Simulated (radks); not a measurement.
Spherical quantum dot in the effective-mass picture: electrons in a hard-walled sphere of radius 4.13, all in effective atomic units (hartree* = m*/eps^2 hartree, bohr* = eps/m* bohr), one dielectric constant everywhere. Calculated with a radial shooting solver with Libxc functionals: non-relativistic Kohn-Sham, LDA (Slater exchange, Perdew-Wang correlation), spin-polarised, spherical densities. Levels are named by radial order and angular momentum (1s, 1p, 1d, 2s, ...), and open shells are averaged over m.

N = 7, configuration 1s2 1p(up 3, down 2). This is the lowest configuration that the search found. Occupied and some empty levels:

level,occupation,eigenvalue (hartree*),<r> (bohr*)
1s up,1,2.4393,2.477
1s down,1,2.4607,2.475
1p up,3,2.6429,2.681
1p down,2,2.6649,2.682
1d up,0,2.9563,2.827
1d down,0,2.9781,2.829
1f up,0,3.3631,2.940
2s up,0,3.3727,1.930
1f down,0,3.3845,2.941
2s down,0,3.3877,1.928

Energy (hartree*): total 10.3201, kinetic 3.8879, external 0, Hartree 8.4536, exchange-correlation -2.0215.
